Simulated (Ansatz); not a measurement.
**A basis-limit estimate, worked out**

An elementary step of SiH4OF2, closed shell (SiH₂F₂ ([F][SiH2][F]) + H₂O → SiH₂OF₂ ([OH][SiH]([F])[F]) + H₂; bonds formed: Si1–O7, H2–H6; bonds broken: Si1–H2, H6–O7). “Start” is the structure reached by relaxing down from the saddle towards the reactants; PBE0-D4/def2-TZVP structures. The saddle:

```csv
atom,x (Å),y (Å),z (Å)
Si1,-0.5881,0.1776,-0.0651
H2,-0.1536,-1.4345,-0.4069
F3,-0.6719,0.4435,-1.6357
F4,-0.5376,1.7187,0.4217
H5,-1.7902,-0.2616,0.6632
H6,0.8528,-1.0346,0.0130
O7,1.0813,-0.1105,0.5940
H8,1.8074,0.5012,0.4158
```

Ansatz 0.2.0; basis: def2-TZVPP and def2-QZVPP; cores frozen in the correlated methods.

Energies in eV:

| quantity | saddle | start |
| --- | --- | --- |
| Hartree–Fock, triple zeta (X = 3) | -15379.92380 | -15382.03500 |
| Hartree–Fock, quadruple zeta (X = 4) | -15380.55453 | -15382.66657 |
| MP2 correlation, X = 3 | -24.71490 | -24.14762 |
| MP2 correlation, X = 4 | -26.92095 | -26.34292 |
| CCSD(T) correlation, X = 3 | -25.89785 | -25.37529 |

Work out the barrier at the basis limit: extrapolate Hartree–Fock as E(X) = E∞ + A exp(−7.88 √X) and the MP2 correlation as E(X) = E∞ + B X^−2.97 (the exponents that Neese and Valeev fitted for def2-TZVPP and QZVPP), then add CCSD(T) − MP2 in triple zeta.

Each step is linear, so take the differences first (saddle − start): Hartree–Fock 2.11120 (X = 3) and 2.11204 (X = 4); MP2 correlation -0.56728 and -0.57803; CCSD(T) correlation -0.52256.
Two points give E∞ = E(4) + w [E(4) − E(3)], with w = 1/(exp(7.88 (2 − √3)) − 1) = 0.1377 for Hartree–Fock and w = 1/((4/3)^2.97 − 1) = 0.7407 for the correlation.
Hartree–Fock: 2.11204 + 0.1377 × 0.00084 = 2.1122 eV.
MP2 correlation: -0.57803 + 0.7407 × (-0.01075) = -0.5860 eV.
CCSD(T) − MP2: -0.52256 − (-0.56728) = 0.0447 eV.
Sum: 2.1122 + (-0.5860) + 0.0447 = 1.5709 eV, or 36.23 kcal/mol. Plain CCSD(T) in triple zeta gives 1.5886 eV, so the larger basis shifts the result by -0.0177 eV.

No T1 diagnostic of these runs exceeds 0.012.

Labels in which every atom is bracketed show which atoms are joined, not bond orders.

For scale, one of the runs: CCSD(T)/def2-TZVPP, 191 basis functions, launched by `ansatz run in.yaml --threads 4 --pin off --events-out ev --progress --plain --max-ram 9574MiB`. Hardware: 4 CPU threads of an Arm Neoverse V2, shared host. Wall time 49 s; peak host memory 2.2 GiB.
